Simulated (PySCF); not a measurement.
C₈H₁₀O₂S.
SMILES with atom numbers: `[CH3:1][S:2](=[O:3])(=[O:4])[C:5]1=[CH:6][CH2:7][CH:8]=[CH:9][CH:10]=[CH:11]1`

Definitions: NICS(0) = −σiso at the ring centroid; NICS(1) = −σiso and NICS(1)zz = −σzz at ±1 Å along the ring normal z. Level: GIAO PBE0/pcSseg-1 (PySCF, non-relativistic, gas phase) on the GFN2-xTB geometry, one conformer.

Ring bond lengths (Å), with Mayer bond orders in brackets: C5–C6 1.335 (1.71), C6–C7 1.495 (1.03), C7–C8 1.498 (1.02), C8–C9 1.339 (1.78), C9–C10 1.437 (1.18), C10–C11 1.351 (1.70), C11–C5 1.428 (1.12).

What do the NICS probes read (ppm)?

| ring | type | NICS(0) | NICS(1), two faces | NICS(1)zz, two faces | rms pucker (Å) | centre to ring atoms, mean (Å) |
| --- | --- | --- | --- | --- | --- | --- |
| C5–C6–C7–C8–C9–C10–C11 | 7-membered carbocycle; formal bonds 3 double, 4 single | -5.9 | -6.1 / -9.6 | -10.2 / -16.3 | 0.31 | 1.55 |

What can be read from them?

- C5–C6–C7–C8–C9–C10–C11: mean NICS(1)zz -13.2 ppm, shielded. C7 has four or more neighbours, and the NICS criterion for π rings isn't applied. The two faces differ by 6.1 ppm, so no symmetry operation interchanges them.

What field does 7.05 T along the ring normal induce along that normal at the first NICS(1) probe listed for ring C5–C6–C7–C8–C9–C10–C11, 1 Å off the ring?

NICSzz × B0 = -10.2 ppm × 7.05 T = -72 μT, against the applied field.

How shielded are the nuclei of the rings and their hydrogens (means over atoms taken as equivalent)?

| atoms | environment | σ isotropic (ppm) | principal values of the symmetric part, first atom (ppm) |
| --- | --- | --- | --- |
| C5 | fully substituted alkene carbon | 40.6 | -41.8, 42.3, 121.3 |
| C6 | alkene CH carbon | 59.2 | -22.6, 33.7, 166.5 |
| C7 | allylic carbon | 156.0 | 135.2, 164.0, 168.9 |
| C8 | alkene CH carbon | 62.2 | -18.9, 39.4, 166.0 |
| C9 | alkene CH carbon | 53.2 | -56.3, 55.8, 160.2 |
| C10 | alkene CH carbon | 46.8 | -68.6, 40.8, 168.1 |
| C11 | alkene CH carbon | 55.0 | -50.2, 47.0, 168.3 |
| H on C6 | vinylic hydrogen | 25.57 | 19.8, 28.0, 28.9 |
| H on C7 (×2) | methylene hydrogen | 29.38 | 22.8, 26.9, 35.4 |
| H on C8 | vinylic hydrogen | 26.17 | 21.4, 26.8, 30.3 |
| H on C9 | vinylic hydrogen | 25.04 | 22.1, 25.4, 27.6 |
| H on C10 | vinylic hydrogen | 24.42 | 21.7, 24.4, 27.2 |
| H on C11 | vinylic hydrogen | 24.12 | 20.8, 23.0, 28.5 |

The run took about 2.4 min of CPU time (one thread, shared machine). This is the whole shielding run at PBE0/pcSseg-1, SCF included.

Conformer computed: `[CH3:1][S:2](=[O:3])(=[O:4])[C:5]1=[CH:6][CH2:7][CH:8]=[CH:9][CH:10]=[CH:11]1`: C1–S2–C5–C6 108°.
